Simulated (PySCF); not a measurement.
PySCF 2.14 output of an unrestricted r2SCAN calculation on a single atom or ion in aug-cc-pVQZ (6s5p4d3f2g, 80 functions), with the non-relativistic Hamiltonian (point nucleus):

```
SCF conv_tol = 1e-09
number electrons alpha = 4  beta = 1
    J. W. Furness, A. D. Kaplan, J. Ning, J. P. Perdew, and J. Sun.,  J. Phys. Chem. Lett. 11, 8208-8215 (2020)
    J. W. Furness, A. D. Kaplan, J. Ning, J. P. Perdew, and J. Sun.,  J. Phys. Chem. Lett. 11, 9248-9248 (2020)
    J. W. Furness, A. D. Kaplan, J. Ning, J. P. Perdew, and J. Sun.,  J. Phys. Chem. Lett. 11, 8208-8215 (2020)
    J. W. Furness, A. D. Kaplan, J. Ning, J. P. Perdew, and J. Sun.,  J. Phys. Chem. Lett. 11, 9248-9248 (2020)
cycle= 1 E= -24.5296570733955  delta_E= -0.00195  |g|= 0.0058  |ddm|= 0.284
cycle= 2 E= -24.5296748553571  delta_E= -1.78e-05  |g|= 0.00109  |ddm|= 0.0173
cycle= 3 E= -24.5296755565766  delta_E= -7.01e-07  |g|= 0.000397  |ddm|= 0.00702
cycle= 4 E= -24.5296756862662  delta_E= -1.3e-07  |g|= 1.31e-05  |ddm|= 0.00193
cycle= 5 E= -24.529675686408  delta_E= -1.42e-10  |g|= 1.82e-06  |ddm|= 6.63e-05
converged SCF energy = -24.529675686408  <S^2> = 3.7500153  2S+1 = 4.0000076
```

The run itself started from symmetry-adapted Hartree-Fock orbitals and held the occupation by maximum overlap, on a logarithmic radial grid, so the iterations belong to that start.

Q: Which element, charge and spin multiplicity is this?

A: B (boron, neutral), multiplicity 4; the state was [He] 2s1 2p2, high-spin 4P determinant (an excited configuration).
